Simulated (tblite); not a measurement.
Write Cartesian coordinates for `[H]/N=C/C[C@@H](CC#C)N[SiH3]` as optimised with GFN2-xTB.

```xyz
21
C6H12N2Si angstrom
C      2.127   -1.990    0.849
C      1.468   -1.418    0.030
C      0.625   -0.719   -0.916
C     -0.392    0.190   -0.192
C      0.341    1.355    0.497
C      0.855    2.346   -0.490
N      2.073    2.637   -0.533
N     -1.185   -0.529    0.771
Si    -2.583   -1.442    0.362
H      2.728   -2.496    1.544
H      0.082   -1.453   -1.518
H      1.251   -0.111   -1.575
H     -1.084    0.593   -0.942
H      1.171    0.974    1.093
H     -0.372    1.860    1.155
H      0.084    2.772   -1.151
H      2.340    3.328   -1.232
H     -0.599   -0.886    1.513
H     -2.360   -2.629   -0.482
H     -3.134   -1.848    1.650
H     -3.446   -0.518   -0.378
```

Orientation and origin are arbitrary. Atoms count from 1 in this order. The 5 C–C bonds span 1.197 Å (C1≡C2, drawn triple) to 1.544 Å (C3–C4, drawn single), a spread of 0.347 Å. Si9 (SiH3 silicon) is distorted tetrahedral (angles from 104.2° to 116.2°). The 2 C–N bonds span 1.253 Å (C6=N7, drawn double) to 1.440 Å (C4–N8, drawn single), a spread of 0.187 Å. N8 (silicon-bound nitrogen) has angles 123.6°, 117.3° and 110.4°, sum 351.3°, 0.23 Å off the plane of its three neighbours.

Bonds between heavy atoms (Å): C1≡C2 1.197, C2–C3 1.447, C3–C4 1.544, C4–C5 1.539, C5–C6 1.490, C6=N7 1.253, C4–N8 1.440, N8–Si9 1.719.

Structure optimised with GFN2-xTB, isolated species.

Point group: C1 (no symmetry element, even within 0.4 Å). Its GFN2-xTB frequencies are all real (lowest 36 cm⁻¹). The numbers are those of one conformer (C2–C3–C4–C5 68°, C3–C4–C5–C6 72°, C4–C5–C6–N7 -123°, C3–C4–N8–Si9 -83°). 3 starts were optimised and ended at 0.00, 1.40 and 1.91 kcal/mol (GFN2-xTB); the lowest of these is shown.

All values are computed, not measured.
